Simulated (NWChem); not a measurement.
The numbers come from NWChem runs, not from measurements. System: Ga2, charge 1, spin multiplicity 2, at the geometry of a parent with another charge or spin, in a state set for the comparison that need not be this species' ground state. Its SCF solution wasn't tested for a lower state. Level: UMP2/def2-TZVPD, 18 core orbitals frozen.

The NWChem input:

```
start mol
memory heap 200 mb stack 900 mb global 1100 mb
charge 1
geometry units angstroms nocenter noautoz
  Ga     0.000000     0.000000     1.222654
  Ga     0.000000     0.000000    -1.222654
  symmetry group D2h
end
basis spherical
  * library def2-tzvpd
end
scf
  uhf
  nopen 1
  maxiter 100
  thresh 1e-7
  semidirect memsize 60000000 filesize 0
  # guess.movecs holds the orbitals of an unrestricted PBE0 run
  vectors input guess.movecs output mol.movecs
end
mp2
  freeze core 18
end
task mp2 energy
```

NWChem printed:

```
             Northwest Computational Chemistry Package (NWChem) 7.3.0
             --------------------------------------------------------

                                NWChem Input Module
                                -------------------

 Scaling coordinates for geometry "geometry" by  1.889725989
 (inverse scale =  0.529177249)

 Turning off AUTOSYM since
 SYMMETRY directive was detected!

                             Geometry "geometry" -> ""
                             -------------------------

 Output coordinates in angstroms (scale by  1.889725989 to convert to a.u.)

  No.       Tag          Charge          X              Y              Z
 ---- ---------------- ---------- -------------- -------------- --------------
    1 Ga                  31.0000     0.00000000     0.00000000     1.22265400
    2 Ga                  31.0000     0.00000000     0.00000000    -1.22265400

 Effective nuclear repulsion energy (a.u.)     207.9653509041

            Nuclear Dipole moment (a.u.)
            ----------------------------
        X                 Y               Z
 ---------------- ---------------- ----------------
     0.0000000000     0.0000000000     0.0000000000

      Symmetry information
      --------------------

 Group name             D2h
 Group number             26
 Group order               8
 No. of unique centers     1

      Symmetry unique atoms

     1


 Summary of "ao basis" -> "" (spherical)
 ------------------------------------------------------------------------------
       Tag                 Description            Shells   Functions and Types
 ---------------- ------------------------------  ------  ---------------------
 *                         def2-tzvpd                 on all atoms

 Summary of "ao basis" -> "ao basis" (spherical)
 ------------------------------------------------------------------------------
       Tag                 Description            Shells   Functions and Types
 ---------------- ------------------------------  ------  ---------------------
 Ga                        def2-tzvpd               18       54   7s5p5d1f
[...]
  AO/Fock/Back tols     =   1.0D-09  1.0D-09  1.0D-09

 GA uses MA = F    GA memory limited = T

 Available:
  local mem=  1.26D+08
 global mem=  1.44D+08
 local disk=  0.00D+00
  mp2_memr nvloc                    77
  nvloc new                    77
   1 passes of  13:        5242880                      73824                  19552132.
   1 passes of  13: M    126150818           G      144155872           F     120907938.

 Semi-direct pass number   1 of   1  for UHF alpha       at        5.6s
  vrange nnbf                  5739
  mp2_eaftype                    74  avail_ma_in_mb                  1099
 EAF : mp2_eaftype filesize          74    9776066.
  mp2_eaf for mointskh                     74
Node 0 wrote     46.0 Mb in      0.0 s     Agg I/O rate:  1176.3 Mb/s
 Done moints_semi at       17.6s
  mp2_eaftype                    74  avail_ma_in_mb                  1025
 EAF : mp2_eaftype filesize          74    9776066.
  mp2_eaf for kh                    74
 Done maket at       18.0s
 Done multipass loop at       18.0s

 GA uses MA = F    GA memory limited = T

 Available:
  local mem=  1.26D+08
 global mem=  1.44D+08
 local disk=  0.00D+00
  mp2_memr nvloc                    78
  nvloc new                    78
   1 passes of  12:        5242880                      70575                  18283813.
   1 passes of  12: M    126150818           G      144155872           F     120907938.

 Semi-direct pass number   1 of   1  for UHF beta        at       18.1s
  vrange nnbf                  5739
  mp2_eaftype                    69  avail_ma_in_mb                  1099
 EAF : mp2_eaftype filesize          69    9141906.
  mp2_eaf for mointskh                     69
Node 0 wrote     43.0 Mb in      0.0 s     Agg I/O rate:  1873.5 Mb/s
 Done moints_semi at       29.1s
  mp2_eaftype                    69  avail_ma_in_mb                  1030
 EAF : mp2_eaftype filesize          69    9141906.
  mp2_eaf for kh                    69
 Done maket at       29.4s
 Done multipass loop at       29.4s

          -------------------------------------------
          SCF energy               -3846.240089137386
          Correlation energy          -0.371703872504
          Singlet pairs                0.000000000000
          Triplet pairs                0.000000000000
          Total MP2 energy         -3846.611793009890
          -------------------------------------------

          ---------------------------------------------------
                    Spin Component Scaled (SCS) MP2
          Same spin pairs                     -0.117833820519
          Same spin scaling factor             0.333333333333
          Opposite spin pairs                 -0.253870051984
          Opposite spin scaling fact.          1.200000000000
          SCS-MP2 correlation energy          -0.343922002554
          Total SCS-MP2 energy             -3846.584011139941
          ---------------------------------------------------

 -----------------------
 Performance information
 -----------------------

 Timer overhead =  2.76D-07 seconds/call

               Nr. of calls         CPU time (s)                 Wall time (s)                GFlops
             ---------------    -------------------     ------------------------------   -------------------
Name         Min   Avg   Max    Min     Avg     Max     Min     Avg     Max   Mx/calls   Min     Max     Sum
mp2: moin     2     2     2    23.     23.     23.      23.     23.     23.     11.      0.0     0.0     0.0
mp2: make     2     2     2   0.75    0.75    0.75     0.75    0.75    0.75    0.37      0.0     0.0     0.0
mp2: tota     1     1     1    24.     24.     24.      24.     24.     24.     24.      0.0     0.0     0.0

 The average no. of pstat calls per process was 5.00D+00
 with a timing overhead of 1.38D-06s

 Task  times  cpu:       29.4s     wall:       29.4s

 Total times  cpu:       29.4s     wall:       29.4s
```
